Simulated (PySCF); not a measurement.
Br: ionisation energy

Br [Ar] 3d10 4s2 4p5 (2P) → Br⁺ [Ar] 3d10 4s2 4p4 (3P), as a difference of total energies. Computed with PySCF 2.14 in x2c-SVPall (5s4p3d, 32 functions), with scalar relativity by spin-free X2C-1e. Correlated levels: valence: [Ar] 3d10 frozen. The calculations carry no spin-orbit coupling.

```
           method  ionisation energy (eV)
              UHF                  10.763
             PBE0                  11.794
             BP86                  11.924
    MP2 (valence)                  11.322
SCS-MP2 (valence)                  11.304
   CCSD (valence)                  11.282
CCSD(T) (valence)                  11.287
```

Problem. How much does correlation contribute at CCSD(T) (valence)?

Solution. 11.287 − (10.763) = 0.524 eV, measured against UHF.

Errors of the correlated levels include the incompleteness of this basis and the frozen core.

For comparison: 11.844 eV (measured; NIST levels, between the centres of gravity of the two terms).
